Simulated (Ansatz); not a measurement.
Ansatz (a first-principles code) input for C5H3F, SMILES C#CC(F)=C=C, PBE0/def2-SVPD. Coordinates come from a B3LYP-D3(BJ)/def2-SVP optimisation. This is a generated structure with no PubChem entry under its InChIKey; it may be hypothetical.

Ansatz 0.2 input:
```yaml
crystal:
  periodic: [false, false, false]
  atoms:
    - {symbol: C, position_ang: [0.96467811, -2.31973983, 0.00000000]}
    - {symbol: C, position_ang: [0.35430708, -1.27098048, -0.00000000]}
    - {symbol: C, position_ang: [-0.36225771, -0.03948843, 0.00000000]}
    - {symbol: F, position_ang: [-1.70980799, -0.15853885, -0.00000000]}
    - {symbol: C, position_ang: [0.20708738, 1.15084237, 0.00000000]}
    - {symbol: C, position_ang: [0.79784171, 2.31577594, -0.00000000]}
    - {symbol: H, position_ang: [1.50520626, -3.24769306, -0.00000000]}
    - {symbol: H, position_ang: [1.05656315, 2.82804263, -0.93547536]}
    - {symbol: H, position_ang: [1.05656315, 2.82804263, 0.93547537]}
basis:
  gaussian:
    orbitals: def2-SVPD
hamiltonian:
  xc: {name: PBE0}
```

Log of the run:

```
WARN ansatz: RAYON_NUM_THREADS=1 ignored (pool sized by the plan → 1); use --threads N
Functional definition: PBE0
integrals: 0.07 GiB planned
1222 factors; their error is unknown
mean field: 0.62 GiB planned
mean field evaluation 1: about -7927.4182 eV, gradient 4.3e1 eV
mean field evaluation 2: about -7927.9638 eV, gradient 4.0e1 eV
mean field evaluation 4: about -7931.8859 eV, gradient 3.1e0 eV
mean field evaluation 8: about -7931.9072 eV, gradient 1.1e-1 eV
mean field evaluation 16: about -7931.9085 eV, gradient 1.2e-4 eV
mean field -7931.90848837 eV, -291.4922605068 hartree, gradient 2.6e-5 eV, S^2 0.000000; 0 other end points of the search recorded, 0 dependent functions left out
reference -7931.90852148 eV, -291.4922617238 hartree; 21, 21 occupied and 126, 126 virtual orbitals, 1222 factors
Total energy: -7931.90852148 eV, -291.4922617238 hartree
```

The calculation finished and met its thresholds.

Cost: about 2.1 core-seconds (a rough figure).
